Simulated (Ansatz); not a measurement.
`C[O][MgH]` + `CNC` → `C[N](C)[MgH]` + CH₃OH at 500 K and 1 bar (ligand exchange at a Mg–O bond).

Gas-phase electronic energies from Ansatz, PBE0-D4/def2-TZVP geometries. CBS: MP2 limit from def2 TZ/QZ plus the TZ coupled-cluster correction, frozen cores. This one scheme is used for every species. For Mg outer-core shells are correlated without core-valence functions, which leaves a few kJ/mol of doubt a bond.

| species | CCSD(T)/CBS energy (Eh) | H − E (kJ/mol) | S (J/(mol·K)) |
| --- | --- | --- | --- |
| `C[O][MgH]` | -315.53638 | 153.7 | 325.5 |
| `CNC` | -135.00321 | 273.8 | 313.8 |
| `C[N](C)[MgH]` | -334.89311 | 268.1 | 377.1 |
| CH₃OH | -115.61712 | 157.0 | 265.4 |

H − E and S are ideal-gas, rigid-rotor, harmonic terms from PBE0-D4/def2-TZVP. 1 Eh = 2625.50 kJ/mol, R = 8.31446 J/(mol·K).

Q: By hand: ΔE, ΔH, ΔS and ΔG.

A: ΔE = (-334.89311) + (-115.61712) − (-315.53638) − (-135.00321) = 0.02936 Eh = 77.1 kJ/mol. Δ(H − E) = 268.1 + 157.0 − 153.7 − 273.8 = -2.4, so ΔH = 74.7 kJ/mol. ΔS = 377.1 + 265.4 − 325.5 − 313.8 = 3.2 J/(mol·K). ΔG = 74.7 − 500 × (3.2)/1000 = 73.1 kJ/mol.

Q: By hand: the equilibrium constant, and the temperature at which ΔG would vanish if ΔH and ΔS stayed fixed.

A: log₁₀ K = −ΔG/(RT ln 10) = -7.6. ΔG = 0 at ΔH/ΔS = 23344 K, far beyond where these terms or the molecules hold.

The number of gas molecules stays the same, so ΔS is small and ΔH decides. A doubt of 5 kJ/mol in ΔE shifts log₁₀ K by 0.5 here. These are equilibria of isolated gas molecules and say nothing of rates. Largest T1 diagnostic: 0.011 (customary marks: 0.02 for closed shells, 0.045 for open ones).
